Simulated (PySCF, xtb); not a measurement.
ScO2, SMILES [O]=[Sc]=[O] (connectivity only; charge and spin as stated), neutral, multiplicity 2.

Harmonic wavenumbers (cm⁻¹) from GFN2-xTB (xtb) at its own minimum, in rising order: 50, 487, 646.

**Question.** What does PBE-D3(BJ)/def2-TZVP in PySCF give at its own minimum? (Estimate from the structure and the level; the computed values follow.)

**Answer.** 127, 571, 749. Paired by order, the mean absolute difference is 88 cm⁻¹ and the zero-point energies are 1.7 and 2.1 kcal/mol.
